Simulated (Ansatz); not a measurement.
Reaction (homolysis of the Ge–Si bond): `C[Si](F)(F)[GeH3]` → `[GeH3]`• + `C[Si](F)F`•

Program: Ansatz. Geometries: PBE0-D4/def2-TZVP. ΔE: electronic, gas phase. CCSD(T)/CBS adds triple-zeta CCSD(T) − MP2 to the extrapolated MP2 energy (def2 sets, frozen cores). Functionals use def2-TZVPP. B3LYP here is the variant with VWN-RPA as its local correlation; programs differ in this. No spin–orbit coupling; open shells (•) take unrestricted orbitals. For Ge outer-core shells are correlated without core-valence functions, which leaves a few kJ/mol of doubt a bond. Scalar relativity is left out up to krypton.

`C[Si](F)(F)[GeH3]`:

Z-matrix (Å, degrees):
```
C
Si 1 1.846
H 1 1.092 2 110.7
H 1 1.093 2 110.7 3 -120.1
H 1 1.093 2 110.2 3 120.0
F 2 1.597 1 108.8 3 -177.4
F 2 1.597 1 108.8 3 -62.4
Ge 2 2.380 1 116.1 3 60.1
H 8 1.538 2 110.0 1 59.7
H 8 1.537 2 110.0 1 -59.4
H 8 1.535 2 110.9 1 -179.9
```

`[GeH3]`•:

Cartesian coordinates in Å:
```
Ge 0.061 -0.083 0.337
H -0.758 1.221 0.313
H -0.726 -1.243 -0.297
H 1.423 0.105 -0.353
```

`C[Si](F)F`•:

Cartesian coordinates in Å:
```
C -0.603 0.487 -0.263
Si 0.853 -0.669 -0.199
F 2.010 0.013 0.666
F 0.424 -1.988 0.595
H -1.434 0.027 -0.800
H -0.331 1.419 -0.761
H -0.920 0.710 0.761
```

CCSD(T)/CBS gives +3.50 eV.

**Question.** Another level gave +3.33 eV. Which?
A. B3LYP/def2-TZVPP
B. MP2/def2-TZVPP
C. CCSD/def2-TZVPP
D. PBE/def2-TZVPP

**Answer.** C. CCSD/def2-TZVPP 3.33, MP2/def2-TZVPP 3.39, B3LYP 3.12, PBE 3.19 eV.

Largest T1 diagnostic among the species: 0.013.

From PBE to PBE0 (25 % exact exchange), in def2-TZVPP and without D4, ΔE moves by +0.05 eV. In def2-TZVPP, CCSD(T) changes the Hartree–Fock value by +0.96 eV (the triples alone add +0.06 eV) and MP2 by +0.96 eV; breaking electron pairs costs correlation energy, which Hartree–Fock lacks. The D4 term adds +0.15 eV with B3LYP and +0.08 eV with PBE0; it sums over pairs of atoms, weighted by their polarisabilities, and B3LYP, whose exchange is more repulsive, gets the larger term.
